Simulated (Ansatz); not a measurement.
Computed with Ansatz on PBE0-D4/def2-TZVP structures; ΔE is electronic, products minus reactants. CBS: MP2 limit from def2 TZ/QZ plus the TZ coupled-cluster correction, frozen cores. Functionals use def2-TZVPP. Each species was taken in one conformer, which may not be the lowest.

Consider the redistribution: `[AlH2][SiH]([SiH3])[SiH3]` + `NC1=C[SiH2]C1` → `[AlH2][C]1=C[SiH2]C1` + `N[SiH]([SiH3])[SiH3]`.

(1) Is it downhill or uphill in electronic energy at CCSD(T)/CBS, and by how much? (Estimate.)

(2) What do these levels give: PBE-D4, PBE0-D4, ωB97X-V, B2PLYP, r2SCAN, PBE0, HF/def2-TZVPP, SCS-MP2/def2-TZVPP, CCSD/def2-TZVPP, HF/def2-QZVPP, HF/CBS(def2), CCSD/CBS(def2)? (Best estimate.)

Largest T1 diagnostic among the species: 0.014.

## Answers

(1) Ansatz gave: Downhill: ΔE = -7.8 kcal/mol.

(2) The calculation gave: PBE-D4 -0.5, PBE0-D4 -1.3, ωB97X-V -5.7, B2PLYP -7.5, r2SCAN -3.0, PBE0 -1.2, HF/def2-TZVPP -9.5, SCS-MP2/def2-TZVPP -9.3, CCSD/def2-TZVPP -7.7, HF/def2-QZVPP -9.9, HF/CBS(def2) -10.0, CCSD/CBS(def2) -8.4 kcal/mol.

In def2-TZVPP, CCSD(T) changes the Hartree–Fock value by +2.4 kcal/mol (the triples alone add +0.5 kcal/mol) and MP2 by +1.4 kcal/mol. From PBE to PBE0 (25 % exact exchange), in def2-TZVPP and without D4, ΔE moves by −0.8 kcal/mol.
